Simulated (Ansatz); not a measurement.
Abridged output of a molecular run in Ansatz:

```
Functional definition: HF
1201 factors; integrals over basis functions are off by at most 8.9e-4 eV
mean field evaluation 1: about -72091.1944 eV, gradient 3.6e1 eV
mean field evaluation 2: about -72091.3764 eV, gradient 3.6e1 eV
mean field evaluation 4: about -72094.3745 eV, gradient 3.4e0 eV
mean field evaluation 8: about -72094.4386 eV, gradient 4.5e-1 eV
mean field evaluation 16: about -72094.4404 eV, gradient 2.0e-6 eV
mean field -72094.44037570 eV, -2649.4218164400 hartree, gradient 2.0e-6 eV, S^2 0.000000; 0 other end points of the search recorded, 0 dependent functions left out
16 core orbitals not correlated: weight in the atoms' cores, before any rotation towards them, 1.000 or more for the frozen orbitals, at most 0.000 for the correlated occupied ones
reference -72094.44037570 eV, -2649.4218164400 hartree; 17, 17 occupied and 161, 161 virtual orbitals, 1201 factors
second order -22.48565696 eV of doubles, -0.00000000 eV of singles
cycle   1  -22.46761275 eV  change    1.8e-2 eV  update   1.2e-1
cycle   2  -23.12129920 eV  change   -6.5e-1 eV  update   3.7e-2
cycle   3  -23.26951841 eV  change   -1.5e-1 eV  update   2.0e-2
cycle   4  -23.25399274 eV  change    1.6e-2 eV  update   5.1e-3
cycle   5  -23.25162509 eV  change    2.4e-3 eV  update   2.4e-3
cycle   6  -23.25304029 eV  change   -1.4e-3 eV  update   7.4e-4
cycle   7  -23.25294343 eV  change    9.7e-5 eV  update   2.9e-4
cycle   8  -23.25287611 eV  change    6.7e-5 eV  update   9.1e-5
cycle   9  -23.25290309 eV  change   -2.7e-5 eV  update   3.6e-5
perturbative correction -0.97400675 eV, -0.0357940880 hartree
Total energy: -72118.66728554 eV, -2650.3121389553 hartree
```

Its atoms:

Cartesian coordinates in Å:
```
O 0.1733 1.1286 -1.8368
C -0.4101 0.3931 -1.0943
Ge 0.3970 -0.1560 0.6600
Cl -1.0410 -1.4615 1.5972
H -1.4162 -0.0110 -1.3483
H 1.6914 -0.9495 0.4474
H 0.6056 1.0563 1.5748
```

**Question.** Which basis set was used?
A. def2-TZVPPD
B. def2-TZVPP
C. def2-QZVPP
D. def2-SVPD

**Answer.** B. It gives 194 functions.

**Question.** Write the keys of the input that set method, charge and spin (a neutral closed shell needs none for the last two).

**Answer.** 
```yaml
correlation: {method: ccsd_t}
```
